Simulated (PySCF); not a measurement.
Task: What does the GFN2-xTB structure of `COC1=CC=CO1` look like in three dimensions?

Result: 
Z-matrix in Å and degrees, rows numbered from 1:
```
C 
O   1  1.4143
C   2  1.3437  1  115.76
C   3  1.3636  2  128.69  1   179.89
C   4  1.4192  3  105.34  2  -179.95
C   5  1.3552  4  106.60  3    -0.02
O   3  1.3447  2  120.13  1    -0.04
H   1  1.0938  2  111.09  3   -60.48
H   1  1.0938  2  111.11  3    60.92
H   1  1.0877  2  105.80  3  -179.81
H   4  1.0683  3  126.63  2     0.05
H   5  1.0705  4  126.56  3  -180.00
H   6  1.0707  5  132.99  4  -179.99
```

Of the pairs four or more bonds apart, O7···H8 is among the closest relative to their van der Waals radii: 2.61 Å, 96 % of the sum of Bondi's values. The C–C distances run from 1.355 Å (C5–C6, aromatic) to 1.419 Å (C4–C5, aromatic), a spread of 0.064 Å. O7 (furan-type oxygen) is bent (angle 106.6°). The 5-membered ring C3–C4–C5–C6–O7 has internal angles of 105.3° to 111.2° (sum 540°, against 540° for a flat polygon); it is planar, 0.00 Å rms from its mean plane, widest ring torsion 0°.

Computed geometry: GFN2-xTB, gas phase.

Point group: Cs (tolerance 0.08 Å). GFN2-xTB frequencies: not computed here. One conformer, not necessarily the lowest (C1–O2–C3–C4 180°).
